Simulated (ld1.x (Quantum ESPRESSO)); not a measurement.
## An all-electron radial function and its pseudo partner (cobalt (Co))

Columns: radius, all-electron u(r) and pseudo u(r) of the 4p shell (level -1.25 eV) of cobalt in the configuration [Ar] 3d7 4s2 4p0; PBEsol, scalar-relativistic, PAW scheme, ld1.x (Quantum ESPRESSO) 7.5.

| r (bohr) | all-electron | pseudo |
| --- | --- | --- |
| 0.175 | 0.0889 | 0.0055 |
| 0.350 | -0.0699 | 0.0216 |
| 0.525 | -0.1663 | 0.0476 |
| 0.700 | -0.1567 | 0.0818 |
| 0.875 | -0.0886 | 0.1226 |
| 1.050 | -0.0000 | 0.1678 |
| 1.225 | 0.0895 | 0.2152 |
| 1.400 | 0.1714 | 0.2626 |
| 1.575 | 0.2428 | 0.3081 |
| 1.750 | 0.3032 | 0.3500 |
| 1.925 | 0.3534 | 0.3871 |
| 2.100 | 0.3941 | 0.4186 |
| 2.275 | 0.4265 | 0.4440 |
| 2.450 | 0.4514 | 0.4637 |
| 2.625 | 0.4699 | 0.4778 |
| 2.800 | 0.4825 | 0.4872 |
| 2.975 | 0.4902 | 0.4925 |
| 3.150 | 0.4935 | 0.4943 |
| 3.325 | 0.4932 | 0.4933 |
| 3.500 | 0.4897 | 0.4897 |
| 3.675 | 0.4837 | 0.4837 |
| 3.850 | 0.4754 | 0.4754 |
| 4.025 | 0.4655 | 0.4655 |
| 4.200 | 0.4542 | 0.4542 |
| 4.375 | 0.4420 | 0.4420 |
| 4.550 | 0.4290 | 0.4290 |

Question: How many radial nodes do the two functions have?

Answer: The all-electron 4p function has n − l − 1 = 2 (the table is too coarse to show those close to the nucleus); the pseudo-wave has 0, since the states of the same l below it are removed with the core.

Question: At about which radius was the pseudo-wave matched?

Answer: 3.50 bohr, where the columns begin to agree (steps of 0.17 bohr).

Question: Is the pseudo-wave norm-conserving?

Answer: No, it belongs to a PAW set: the norm inside the radius is not constrained, and the difference is carried by the augmentation charge.
